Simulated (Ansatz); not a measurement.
Stepwise reaction of `[ZnH2]` with ammonia, as a gas-phase model of exchange steps in deposition or etching. ΔE in kJ/mol; ΔG adds harmonic PBE0-D4 terms to CCSD(T)/CBS, at 1 bar.

Program: Ansatz. Geometries: PBE0-D4/def2-TZVP. ΔE: electronic, gas phase. CCSD(T)/CBS adds triple-zeta CCSD(T) − MP2 to the extrapolated MP2 energy (def2 sets, frozen cores). This one scheme is used for every species. DFT in def2-TZVPP. B3LYP here is the variant with VWN-RPA as its local correlation; programs differ in this. For Zn outer-core shells are correlated without core-valence functions, which leaves a few kJ/mol of doubt a bond. Scalar relativity is left out up to krypton. Each species was taken in one conformer, which may not be the lowest.

| step | reaction | PBE-D4 | B3LYP-D4 | ωB97M-V | CCSD(T)/CBS | ΔG(600 K) |
| --- | --- | --- | --- | --- | --- | --- |
| 2 | `[NH2][ZnH]` + NH₃ → `[NH2][Zn][NH2]` + H₂ | 9.5 | 12.3 | 13.7 | 4.3 | 7.3 |

Task: Give the row of step 1, `[ZnH2]` + NH₃ → `[NH2][ZnH]` + H₂. (Best estimate.)

Result: Computed: 
| step | reaction | PBE-D4 | B3LYP-D4 | ωB97M-V | CCSD(T)/CBS | ΔG(600 K) |
| --- | --- | --- | --- | --- | --- | --- |
| 1 | `[ZnH2]` + NH₃ → `[NH2][ZnH]` + H₂ | -1.2 | 2.0 | 3.2 | -5.4 | -18.3 |

Task: By hand: ΔE of the 2 steps together at CCSD(T)/CBS.

Result: (-5.4) + (4.3) = -1.1 kJ/mol, or -0.6 kJ/mol a step.

In ΔE each step is higher than the one before. ΔG lies between -18.3 and 7.3 kJ/mol a step. PBE-D4 differs from CCSD(T)/CBS by 4.2 to 5.2 kJ/mol a step. Isolated molecules leave out the surface, adducts and barriers. Largest T1 diagnostic: 0.016.
